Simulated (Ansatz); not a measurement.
A run on `[CH3][Hf]([OH])([OH])[F]` with other settings.

```yaml
crystal:
  periodic: [false, false, false]
  atoms:
    - {symbol: C, position_ang: [-1.003575, -0.219882, 1.198516]}
    - {symbol: Hf, position_ang: [0.132488, 0.304462, -0.639024]}
    - {symbol: O, position_ang: [1.689179, 1.244472, -0.033968]}
    - {symbol: O, position_ang: [0.483447, -1.359823, -1.521975]}
    - {symbol: F, position_ang: [-1.023614, 1.432125, -1.674675]}
    - {symbol: H, position_ang: [-0.418719, -0.863543, 1.864590]}
    - {symbol: H, position_ang: [-1.277923, 0.676389, 1.766248]}
    - {symbol: H, position_ang: [-1.929040, -0.754029, 0.955491]}
    - {symbol: H, position_ang: [2.542438, 1.638146, 0.112099]}
    - {symbol: H, position_ang: [0.805309, -2.098307, -2.027291]}
basis:
  gaussian: {orbitals: def2-TZVP, fitting: {mean_field: cc-pVTZ-jkfit}, final_grid: {core_spheres: 20, valence_spheres: 16, degree: 47}}
magnetization: {spin_polarized: true, initial_magnetization: 2}
hamiltonian: {xc: {name: wB97X}}
accuracy: high
scf: {lower_state_search: full}
```

```sh
$ ansatz run in.yaml --threads 4 --pin off --events-out ev --progress --plain --max-ram 10444MiB
```

Shortened log:

```
Functional definition: wB97X
Error: <dir> the basis set cc-pVTZ-JKFIT has no functions for Hf
```
